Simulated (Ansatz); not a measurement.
C$_{2}$H$_{10}$Ga$_{2}$O$_{2}$, SMILES `[CH3][Ga@H-]1[OH+][Ga@@H-]([CH3])[OH+]1`. Charge 0, multiplicity 1. The geometry is a stationary point of PBE0-D4/def2-TZVP.

```xyz
16

C    -1.061   -1.223   -1.848
Ga   -1.327    0.453   -0.876
O    -1.124    0.090    1.052
Ga    0.686    0.853    1.239
C     1.967   -0.622    1.334
O     0.427    1.328   -0.658
H    -1.931   -1.876   -1.750
H    -0.895   -1.039   -2.911
H    -0.191   -1.752   -1.453
H    -2.417    1.571   -1.054
H    -1.784    0.521    1.600
H     0.581    2.167    2.096
H     1.731   -1.374    0.578
H     1.941   -1.102    2.314
H     2.985   -0.269    1.158
H     0.412    2.274   -0.822
```

Q: What is the dipole moment at B3LYP/def2-TZVPP? (Best estimate.)

A: The calculation gave: 1.18 D, with components (-0.50, 1.02, 0.29) D in this frame, pointing from negative to positive charge.

Q: And with PBE, r2SCAN, ωB97M-V? (Estimate.)

A: The calculation gave: PBE 1.03 D, r2SCAN 1.10 D, ωB97M-V 1.23 D.

Q: Give the Mulliken charges with B3LYP, ωB97M-V, PBE in def2-TZVPP. (An estimate is asked.)

A: Ansatz gave: 
| atom | B3LYP | ωB97M-V | PBE |
| --- | --- | --- | --- |
| C1 | -0.37 | -0.47 | -0.36 |
| Ga2 | 0.38 | 0.38 | 0.29 |
| O3 | -0.36 | -0.37 | -0.30 |
| Ga4 | 0.38 | 0.38 | 0.29 |
| C5 | -0.37 | -0.47 | -0.36 |
| O6 | -0.36 | -0.37 | -0.30 |
| H7 | 0.09 | 0.11 | 0.09 |
| H8 | 0.09 | 0.11 | 0.09 |
| H9 | 0.09 | 0.11 | 0.09 |
| H10 | -0.08 | -0.04 | -0.06 |
| H11 | 0.17 | 0.17 | 0.17 |
| H12 | -0.08 | -0.04 | -0.06 |
| H13 | 0.09 | 0.11 | 0.09 |
| H14 | 0.09 | 0.11 | 0.09 |
| H15 | 0.09 | 0.11 | 0.09 |
| H16 | 0.17 | 0.17 | 0.17 |

B3LYP here is the variant with VWN-RPA as its local correlation; programs differ in this.
